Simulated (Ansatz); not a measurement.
Process, species as SMILES: O(C)C(C)C -> COC([CH2])C + H atom (the C-H bond breaks)

Property: bond dissociation energy (enthalpy at 298 K), in kcal/mol. Conventions: 6-311+G** with 5d; non-relativistic; 6-31G* and kin with 6d, 5d where marked; frozen cores in correlated levels; no dispersion term unless named; UHF or UKS for open shells; LANL2DZ all-electron up to Ne; spin-orbit terms left out. CBS marks a two-point X^-3 extrapolation of the correlation energy; Hartree-Fock from the larger set. First-principles rows: single points at B3LYP-D3(BJ) geometries (Ansatz, an electronic-structure program), with unscaled harmonic terms from B3LYP/6-31G* (Ansatz) at its own minima.

Coupled cluster (Ansatz) is a level with limits of its own, used here on species with T1 under 0.025 (0.045 for open shells) and stable references: CCSD(T)/CBS(cc-pVTZ,cc-pVQZ).

Value to compare with, CCSD(T)/CBS(cc-pVTZ,cc-pVQZ) (Ansatz): 102.1 kcal/mol.

```csv
level,program,bond dissociation energy (enthalpy at 298 K) (kcal/mol),difference
PBE/STO-3G,Ansatz,128.9,26.8
PBE/3-21G,Ansatz,101.6,-0.5
PBE/LANL2DZ,Ansatz,99.3,-2.8
PBE/6-31G*,Ansatz,99.3,-2.8
PBE/def2-SVP,Ansatz,97.9,-4.2
PBE/6-311+G**,Ansatz,97.7,-4.4
PBE/def2-TZVPD,Ansatz,97.5,-4.6
```

Among the 6 habitual levels, PBE/STO-3G lies farthest from CCSD(T)/CBS(cc-pVTZ,cc-pVQZ) (Ansatz) (26.8 kcal/mol) and PBE/3-21G nearest (-0.5); 1 of 6 lie above it, and their mean absolute difference is 6.9 kcal/mol, the median 3.5. One case shows no general order.

The sets are all those run for this method; left out are runs that failed, that the program found above a lower state of the same kind, or whose <S^2> lies over 0.5 above the pure value.
